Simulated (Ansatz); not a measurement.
Isolated molecules relaxed with PBE0-D4/def2-TZVP in Ansatz; ΔE leaves out vibrations. CCSD(T)/CBS is the MP2 limit (def2-TZVPP, def2-QZVPP) plus CCSD(T) − MP2 in def2-TZVPP, frozen cores. DFT in def2-TZVPP. For Ge outer-core shells are correlated without core-valence functions, which leaves a few kJ/mol of doubt a bond. Scalar relativity is left out up to krypton. Each species was taken in one conformer, which may not be the lowest.

`[GeH3][O][GeH3]` → `[OH][GeH2][GeH3]`  (isomerisation)

`[GeH3][O][GeH3]`:

Z-matrix (Å, degrees):
```
Ge
O 1 1.773
H 1 1.533 2 105.7
H 1 1.541 2 109.2 3 119.8
H 1 1.541 2 109.2 3 -119.8
Ge 2 1.773 1 127.5 3 180.0
H 6 1.533 2 105.7 1 180.0
H 6 1.541 2 109.2 1 60.1
H 6 1.541 2 109.2 1 -60.2
```

`[OH][GeH2][GeH3]`:

```xyz
9

O    -0.270    1.228   -1.751
Ge   -0.876    0.558   -0.207
Ge    0.723   -1.032    0.699
H     0.524    1.755   -1.634
H    -1.128    1.715    0.787
H    -2.207   -0.102   -0.594
H     0.247   -1.554    2.066
H     2.086   -0.345    0.889
H     0.901   -2.222   -0.255
```

```csv
level,ΔE (kcal/mol)
r2SCAN-D4,-0.4
PBE0-D4,-2.0
BLYP,-0.9
r2SCAN,-0.4
r2SCAN0,-0.4
LC-ωPBE,0.2
HF/def2-SVP,7.1
CCSD/CBS(def2),0.8
```

What does CCSD(T)/CBS give? (Estimate.)

Computed: +0.6 kcal/mol. The listed levels differ from it by -1.0, -2.6, -1.5, -1.0, -1.0, -0.4, 6.5, 0.2 kcal/mol.

What do rigid-rotor, harmonic-oscillator terms from PBE0-D4/def2-TZVP frequencies (298.15 K, 1 bar) make of the CCSD(T)/CBS value? (An estimate is asked.)

Computed: ΔZPE = +1.2 kcal/mol, ΔH = +2.0 kcal/mol, ΔS = -1 J/(mol·K), ΔG = +2.0 kcal/mol. Modes under 50 cm⁻¹ make the entropy rough.

Largest T1 diagnostic among the species: 0.012.

From BLYP to BHLYP (50 % exact exchange), in def2-TZVPP and without D4, ΔE moves by +2.8 kcal/mol. At CCSD(T), def2-SVP lies +4.3 kcal/mol from the extrapolated value and def2-TZVPP +1.0 kcal/mol.
